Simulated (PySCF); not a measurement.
**Electron correlation in Ar⁵⁺ (argon, charge +5)**

[Ne] 3s2 3p1, 2P determinant. Calculation: PySCF 2.14, in an uncontracted even-tempered set (20 s from 0.09 bohr⁻², ratio 2.5; 13 p from 0.12 bohr⁻², ratio 2.5; 5 d from 1.2 bohr⁻², ratio 2.7; 5 f from 1.8 bohr⁻², ratio 2.7); the spin-free X2C one-electron Hamiltonian (Gaussian nucleus). Frozen: 1s2; 11 electrons correlated; the 22 highest virtual orbitals of each spin left out.

MP2 pair energies summed by pair of shells (mhartree):

```
 pair   energy  share (%)
2p-2p  -200.01       52.3
2s-2p   -60.53       15.8
2p-3s   -33.24        8.7
3s-3s   -32.38        8.5
3s-3p   -25.79        6.7
2p-3p   -13.43        3.5
2s-2s   -10.08        2.6
2s-3s    -4.73        1.2
2s-3p    -2.31        0.6
```

Total MP2 correlation energy: -382.50 mhartree.

Same-spin part -93.19 and opposite-spin part -289.31 mhartree; SCS-MP2 scales them by 1/3 and 6/5 to -378.24 mhartree.
